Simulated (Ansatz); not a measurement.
Geometry optimisation, RKS PBE-D4/def2-SVP (Ansatz).

Input file:

```yaml
crystal:
  periodic: [false, false, false]
  atoms:
    - { symbol: Ge, position_ang: [0.0, 0.0, 0.0] }
    - { symbol: H, position_ang: [1.0763, 0.0, 1.3798] }
    - { symbol: H, position_ang: [1.6596, 0.0, 0.5553] }
    - { symbol: H, position_ang: [-0.73, 1.2648, -0.5162] }
    - { symbol: F, position_ang: [-0.7913, -1.3709, -0.5594] }
basis:
  gaussian: { orbitals: def2-SVP }
hamiltonian:
  xc: pbe
  dispersion: d4
relax:
  f_tol: 0.15
  max_steps: 25
  restrain:
    - { distance: [1, 2], at: 1.86, k: 30.0 }
    - { distance: [0, 1], at: 1.55, k: 30.0 }
    - { distance: [0, 2], at: 1.55, k: 30.0 }
```

Launched with:

```bash
$ ansatz run input.yaml --threads 1 --pin off --max-ram 2048MiB --backend cpu --events-out ev --progress --plain --runs-dir out
```

Task: Where does it end, and by what steps?

Result: It converged. The restraints hold the end off the free minimum; the threshold counts their pulls, which the force column leaves out. Restrained pairs: H2–H3 (1.01 → 1.92 Å), Ge1–H2 (1.75 → 1.53 Å), Ge1–H3 (1.75 → 1.53 Å). After 5 steps the energy has fallen by 3.495 eV (the restraints' own energy left out); H2 moved furthest, 0.54 Å.

```json
{"step": "0", "energy less start (eV)": "0.0000", "largest force component (eV/Å)": "3.235", "accepted": "yes"}
{"step": "1", "energy less start (eV)": "-1.5116", "largest force component (eV/Å)": "3.050", "accepted": "yes"}
{"step": "2", "energy less start (eV)": "-2.7826", "largest force component (eV/Å)": "2.180", "accepted": "yes"}
{"step": "3", "energy less start (eV)": "-3.1901", "largest force component (eV/Å)": "2.105", "accepted": "yes"}
{"step": "4", "energy less start (eV)": "-3.4535", "largest force component (eV/Å)": "1.573", "accepted": "yes"}
{"step": "5", "energy less start (eV)": "-3.4952", "largest force component (eV/Å)": "1.563", "accepted": "yes"}
```

```xyz
5
Properties=species:S:1:pos:R:3
Ge 0.168 0.065 0.119
H 0.582 -0.025 1.590
H 1.693 -0.025 0.019
H -0.602 1.277 -0.426
F -0.627 -1.398 -0.443
```

The run took 7.4 s on 1 thread of Arm Neoverse V1 (shared host), peak memory 0.11 GiB.
